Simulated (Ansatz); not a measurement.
Counterpoise correction, worked out

The pair of C2H2 (SMILES C#C, atoms 1–4) and GeH4 (SMILES [GeH4], atoms 5–9), both closed shells, in one local arrangement (a lower one may exist), relaxed at PBE0-D4/def2-TZVP:

| atom | x (Å) | y (Å) | z (Å) |
| --- | --- | --- | --- |
| C1 | 0.2086 | 0.5706 | -2.0951 |
| C2 | -0.0789 | -0.5915 | -2.0999 |
| H3 | 0.4646 | 1.6041 | -2.0892 |
| H4 | -0.3346 | -1.6252 | -2.1040 |
| Ge5 | -0.0529 | 0.0081 | 1.6725 |
| H6 | 0.7970 | 1.1847 | 1.1760 |
| H7 | 0.5566 | -1.3113 | 1.1826 |
| H8 | -1.4870 | 0.1456 | 1.1477 |
| H9 | -0.0733 | 0.0150 | 3.2095 |

Program: Ansatz 0.2.0. Basis: def2-TZVPPD. Cores are frozen in the correlated methods. Filled d shells of the heavier atoms are correlated. The def2 sets are not built for correlating such inner shells, so the correlated values are less sure here.

CCSD(T) total energies in eV:

| system | geometry | basis functions | energy |
| --- | --- | --- | --- |
| pair | pair | all | -58645.46607 |
| C2H2 | as in the pair | all (partner as ghosts) | -2100.45028 |
| GeH4 | as in the pair | all (partner as ghosts) | -56544.97713 |
| C2H2 | as in the pair | its own | -2100.44241 |
| GeH4 | as in the pair | its own | -56544.96212 |
| C2H2 | free (PBE0-D4 minimum) | its own | -2100.44218 |
| GeH4 | free (PBE0-D4 minimum) | its own | -56544.96251 |

Q: Work out the interaction energy with and without the counterpoise correction, the superposition error, and the binding energy from the relaxed fragments.

A: Without correction: -58645.46607 − (-2100.44241) − (-56544.96212) = -0.06154 eV.
With correction (each fragment in the whole basis): -58645.46607 − (-2100.45028) − (-56544.97713) = -0.03866 eV = -0.89 kcal/mol.
The superposition error is the difference, 0.02288 eV, 37 % of the uncorrected value: each fragment borrows its partner's functions.
Deformation from the free shapes: -0.00023 eV for C2H2 and 0.00039 eV for GeH4 (a small negative value is possible, since the free shapes are minima of another method).
Binding energy from relaxed fragments: -0.03866 + (-0.00023) + 0.00039 = -0.03850 eV = -0.89 kcal/mol (electronic, without zero-point energy; negative means bound). For comparison, the corrected interaction energy by CCSD(T) at an estimated basis limit (MP2 extrapolated from triple and quadruple zeta, plus CCSD(T) − MP2 in triple zeta) is -0.048 eV; triple zeta with the correction binds less.

The T1 diagnostic stays at or below 0.014.

For scale, one of the runs: CCSD(T)/def2-TZVPPD, 230 basis functions, launched by `ansatz run in.yaml --threads 4 --pin off --events-out ev --progress --plain --max-ram 9574MiB`. Time: 94 s of wall clock on 4 CPU threads of an Arm Neoverse V1; the host was shared. Peak host memory: 3.9 GiB.
